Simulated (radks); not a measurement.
Values are calculated unless marked as measured or tabulated.
All-electron atom: the helium ion He+ in 2p1 (not the ground configuration).

Level of theory: non-relativistic Kohn-Sham, PBE, spin-polarised, spherical densities, point nucleus; open shells are filled with parallel spins first (a radial shooting solver on a logarithmic mesh with Libxc functionals).

Energy parts (Ry):
total: -1.00395
kinetic: 0.99333
electron-nucleus: -1.99304
Hartree: 0.36312
exchange-correlation: -0.36735

Orbitals (lengths in bohr, moments of r in powers of bohr):
| orbital | occ. | eigenvalue (Ry) | <r^4> | <1/r> |
|---|---|---|---|---|
| 2p up | 1 | -0.74636 | 107.3 | 0.4983 |

The highest occupied level is 2p up at -10.155 eV. The density falls to 0.001 e/bohr^3 at r = 3.60 bohr. Virial ratio -V/T = 2.01069. Spin moment in Bohr magnetons: 1. The electron density at the nucleus is 9.845e-16 e/bohr^3.
